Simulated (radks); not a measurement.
Values are calculated unless marked as measured or tabulated.
All-electron atom: the osmium ion Os35+ in [Kr] 4d5.

Level of theory: Dirac Kohn-Sham, PBE, spin-unpolarised, spherical densities, finite nucleus; open shells fill j = l - 1/2 first; Fermi nuclear charge, rms radius 5.4126 fm (a radial shooting solver on a logarithmic mesh with Libxc functionals).

Energy parts (hartree):
total: -16586.1404
kinetic: 18918.0649
electron-nucleus: -39284.8714
Hartree: 4063.7262
exchange-correlation: -283.0602

Orbitals (lengths in bohr, moments of r in powers of bohr; <r^-3> diverges for s and p1/2; r(max) is where P^2 peaks; r(90%) holds 90 % of the orbital's charge):
orbital,occ.,eigenvalue (hartree),r(max),<r^2>,<r^-3>,r(90%)
1s1/2,2,-2762.480,0.01103,0.0004337,-,0.0323
2s1/2,2,-524.6061,0.06361,0.006585,-,0.116
2p1/2,2,-504.6033,0.04711,0.004684,-,0.102
2p3/2,4,-448.3496,0.05416,0.005878,17910,0.113
3s1/2,2,-161.8088,0.1785,0.04224,-,0.282
3p1/2,2,-152.9620,0.1669,0.03859,-,0.274
3p3/2,4,-140.4684,0.1810,0.04477,4183,0.293
3d3/2,4,-125.7832,0.1414,0.03442,724.7,0.266
3d5/2,6,-123.0696,0.1453,0.03609,611.1,0.272
4s1/2,2,-69.70211,0.3874,0.1775,-,0.563
4p1/2,2,-65.90086,0.3836,0.1768,-,0.566
4p3/2,4,-62.17302,0.4075,0.1975,1276,0.597
4d3/2,4,-56.00806,0.3925,0.1914,213.8,0.597
4d5/2,1,-55.22245,0.3992,0.1973,178.8,0.605

The highest occupied level is 4d5/2 at -1502.7 eV. The density falls to 0.001 e/bohr^3 at r = 1.10 bohr.
